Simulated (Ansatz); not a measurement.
```xyz
2

Cu   -0.0420   -0.0203   -0.0312
H    -0.0469   -0.0052    1.4103
```

Basis set: def2-TZVP (spherical functions). Left uncorrelated: 5 orbitals. Charge 0, multiplicity 1.

Computed with Ansatz (development build ahead of 0.2.0); each method stands on the lowest determinant of its kind that the runs found. Restricted open shells among the atoms or ions are ROHF, correlated in semicanonical orbitals with singles.

The atomization energy at this shape (free ground-state atoms in the same class of orbitals less the molecule, no zero-point energy) of singlet CuH:

```json
{"method": "RHF-MP2", "atomization energy": "239.4 kJ/mol"}
```

Task: What does RHF give?

Result: 123.7 kJ/mol.
